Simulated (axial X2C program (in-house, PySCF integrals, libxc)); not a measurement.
SnC⁻: from the spin-free to the two-component result

All values were computed with an axial X2C code built on PySCF integrals. Spin-free means the one-electron spin-free X2C Hamiltonian; two-component (2c) means X2C with spin–orbit coupling and atomic mean-field two-electron Coulomb and Gaunt terms, so the difference of the two also holds small scalar two-electron terms. Basis: Sn dyall-acv3z [12s13p10d5f1g], C dyall-av3z [8s7p3d2f] (cores contracted in-house); Gaussian nuclei, density fitting, unrestricted open shells. Masses: Sn 119.902 u, C 12.000 u.

Spin-free state: M_S = 1/2, Λ = 0 (beyond evenly filled blocks: σα); fragments Sn- + C.

| level | Re (Å) | ωe (cm⁻¹) | μ (D) |
| --- | --- | --- | --- |
| HF | 2.134 | 486.8 | -2.39 |
| CCSD | 1.989 | 651.7 | n/a |
| CCSD(T) | 1.975 | 695.3 | n/a |
| PBE50 | 1.989 | 607.5 | -3.49 |

Correlated methods: 9 electrons correlated (number of frozen shells: Sn 4 s, 3 p, 2 d; C 1 s), 293 virtual spin orbitals or spinors in MP2, 90 natural virtuals in coupled cluster.

Dipoles are positive if C is the positive end and refer to the centre of mass.

Two-component determinant lowest at the distance of the search:

Ω = 1/2 (⟨Sz⟩ = 0.50, ⟨Lz⟩ = 0.00 at HF); fragments Sn- + C for HF, CCSD, PBE50; Sn + C- for CCSD(T).

```csv
level,Re (Å),ωe (cm⁻¹),μ (D)
HF,2.134,485.9,-2.39
CCSD,1.989,651.5,n/a
CCSD(T),1.976,694.6,n/a
PBE50,1.987,608.0,-3.52
```

Question: From the two tables, how do the constants change at the CCSD(T) level (2c against spin-free)?

Answer: At the CCSD(T) level Re is unchanged within 0.001 Å and ωe falls by 0.7 cm⁻¹.

One determinant describes the state; a PBE0 search over occupations chose it and may have missed a lower one. De is not given where an atomic determinant may have missed its ground term or J level, or where the truncated virtual space spoils (T). Density functionals use the spin component along the axis (collinear). Coupled cluster ran in a truncated set of natural virtual spinors; the MP2 energy of the rest was added. (T) has no such correction and the atoms are truncated less, which lowers De at CCSD(T) by a hundredth of an eV or more. PBE0 can misorder states that lie within some tenths of an eV, so this need not be the ground state of the molecule. The nearest other spin-free determinant of the search, M_S = 1/2, Λ = 1, lies 0.31 eV up at the distance of the search. The functionals have no current-density term, which raises determinants with orbital currents, atoms included. The determinant is spin-polarised beyond a pure state at some levels (its spin-free form has ⟨S²⟩ too high), which makes Re and μ there less reliable. The T1 diagnostic is large, a sign of multireference character. With the outer-core shells frozen, correlated bond lengths of heavy atoms tend to come out a few hundredths of an ångström too long.
